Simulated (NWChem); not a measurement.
# C2H4F2OSi; SMILES C[Si](F)(F)C=O

```xyz
10

C     -1.8319     0.3576     0.0000
Si     0.0207     0.3711     0.0000
F      0.6047     1.1393     1.2900
F      0.6047     1.1393    -1.2900
C      0.7560    -1.4025     0.0000
O      0.0095    -2.3655     0.0000
H     -2.2125    -0.1632    -0.8850
H     -2.2321     1.3770     0.0000
H     -2.2125    -0.1632     0.8850
H      1.8619    -1.5600     0.0000
```
Atoms are numbered in this order, from 1.

Program: NWChem. Coordinates come from a B3LYP/6-31G* (spherical d) optimisation. Level PBE/def2-SVP: energy and gradient on several grids; changes count from the extra-fine grid, which is no exact limit either.

Task: Which is the coarsest grid (xfine; fine; coarse; xcoarse; medium) from which on the energy stays within 50 μHa and each gradient component within 100 μHa/bohr of xfine?

Result: medium.
```
grid     size of the energy change (μHa)  largest change of a gradient component (μHa/bohr)
-------  -------------------------------  -------------------------------------------------
xcoarse                             4000                                               2000
coarse                              < 10                                                200
medium                              < 10                                               < 30
fine                                < 10                                               < 30
xfine                               < 10                                               < 30
```
